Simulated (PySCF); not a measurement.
# Calculated NMR parameters of C#C[C@@H]1C[Si@H]1/C=C/OC

- Formula: C7H10OSi
- SMILES: C#C[C@@H]1C[Si@H]1/C=C/OC
- InChI: InChI=1S/C7H10OSi/c1-3-7-6-9(7)5-4-8-2/h1,4-5,7,9H,6H2,2H3/b5-4+/t7-,9-/m1/s1
- Point group of the computed structure: C1
- Degrees of unsaturation: 4
- Carbon signals: 7
- Proton signals: 8

Molfile (atoms numbered from 1):
```
C7H10OSi
     RDKit          3D

 19 19  0  0  0  0  0  0  0  0999 V2000
    4.1499    1.7329   -0.6799 C   0  0  0  0  0  0  0  0  0  0  0  0
    3.1556    1.2458   -0.1806 C   0  0  0  0  0  0  0  0  0  0  0  0
    1.9815    0.6485    0.3802 C   0  0  2  0  0  0  0  0  0  0  0  0
    1.9268   -0.8956    0.5419 C   0  0  0  0  0  0  0  0  0  0  0  0
    0.7117   -0.2445   -0.6948 Si  0  0  1  0  0  4  0  0  0  0  0  0
   -1.0759   -0.1575   -0.2767 C   0  0  0  0  0  0  0  0  0  0  0  0
   -1.6093   -0.9458    0.6784 C   0  0  0  0  0  0  0  0  0  0  0  0
   -2.8679   -0.9748    1.1160 O   0  0  0  0  0  0  0  0  0  0  0  0
   -3.7918   -0.0891    0.5368 C   0  0  0  0  0  0  0  0  0  0  0  0
    5.0293    2.1691   -1.1144 H   0  0  0  0  0  0  0  0  0  0  0  0
    1.5504    1.2030    1.2241 H   0  0  0  0  0  0  0  0  0  0  0  0
    1.5991   -1.2540    1.5238 H   0  0  0  0  0  0  0  0  0  0  0  0
    2.8103   -1.4284    0.1750 H   0  0  0  0  0  0  0  0  0  0  0  0
    1.0675   -0.3514   -2.1307 H   0  0  0  0  0  0  0  0  0  0  0  0
   -1.7101    0.5624   -0.8039 H   0  0  0  0  0  0  0  0  0  0  0  0
   -1.0090   -1.6858    1.2192 H   0  0  0  0  0  0  0  0  0  0  0  0
   -4.7548   -0.2684    1.0300 H   0  0  0  0  0  0  0  0  0  0  0  0
   -3.8973   -0.2716   -0.5464 H   0  0  0  0  0  0  0  0  0  0  0  0
   -3.4910    0.9613    0.6927 H   0  0  0  0  0  0  0  0  0  0  0  0
  1  2  3  0
  2  3  1  0
  3  4  1  0
  4  5  1  0
  5  6  1  0
  6  7  2  0
  7  8  1  0
  8  9  1  0
  5  3  1  0
  1 10  1  0
  3 11  1  1
  4 12  1  0
  4 13  1  0
  5 14  1  6
  6 15  1  0
  7 16  1  0
  9 17  1  0
  9 18  1  0
  9 19  1  0
M  END
```

Level of theory: NMR shieldings at HF/pcSseg-1/GIAO, coordinates at the PBE0-D3(BJ)/def2-SVP level, in PySCF 2.14.0 with density-fitted response routines (one conformer, relativity neglected, fast rotation and ring inversion assumed for equivalent nuclei, no solvent).

Scale: TMS for $^{1}$H and $^{13}$C and $^{29}$Si; $^{17}$O against H2O (reference shieldings calculated alike).

```tsv
carbon	δC, type	δH (multiplicity)	HMBC from (2–3 bonds)	span of the C tensor (ppm)
C1	72.2, CH	2.22 (d)	H11	209
C2	89.6, C	–	H14, H10, H12, H11, H13	312
C3	-7.2, CH	0.70 (m)	H15, H14, H10, H12, H13	65
C4	-2.6, CH2	H12 0.82 (m); H13 0.51 (m)	H15, H14, H11	60
C6	81.8, CH	4.09 (m)	H16, H14, H12, H11, H13	182
C7	171.9, CH	6.71 (d)	H15, H14, H17/H18/H19	226
C9	49.8, CH3	3.37 (s)	H16	64
```

Other nuclei:
| atoms | nucleus | environment | δ (ppm) | σ (ppm) |
| --- | --- | --- | --- | --- |
| H14 | $^{1}$H | hydrogen on a silicon bonded to 3 C, in a 3-membered ring | 3.45 | 28.24 |
| Si5 | $^{29}$Si | silicon bonded to 3 C, H, in a 3-membered ring | -93.0 | 486.4 |
| O8 | $^{17}$O | ether oxygen | 102.4 | 230.9 |

Carbon types of the structure: 1 × C, 4 × CH, 1 × CH2, 1 × CH3, leaving 1 H on heteroatoms. δC 171.9: alkene carbon bearing oxygen; an sp2 carbon further deshielded by the attached heteroatom. δC 89.6: alkyne carbon; the triple bond shields along its axis, which puts it between sp3 and sp2 carbons. δC 81.8: β carbon of an enol-ether or enamine type C=C; the O or N lone pair pushes π density onto this β carbon and shields it. δC 72.2: terminal alkyne carbon; sp carbons lie upfield of alkene carbons because the cylindrical π system leaves one tensor component strongly shielded. δH 3.37: hydrogen on a methyl carbon bonded to O; its carbon carries O, an electronegative neighbour.

Shifts are as computed. Against solution values, carbons near 30 ppm lie about -0 ppm off and those near 130 ppm about +7 ppm. Of 1211 compounds with measured shifts, 218 miss one by over three times the rms of a fit or turn the order of signals round; such compounds aren't used in these exercises. Experimental scales use liquid or dissolved standards, which lie at an offset from isolated H2O (liquid H2O: subtract about 36 ppm). No couplings were computed; multiplicities are counted from neighbouring protons, with m where these are inequivalent, close in shift, in a saturated or five-membered ring or joined by F or P, and br s for small geminal =CH2 splittings.
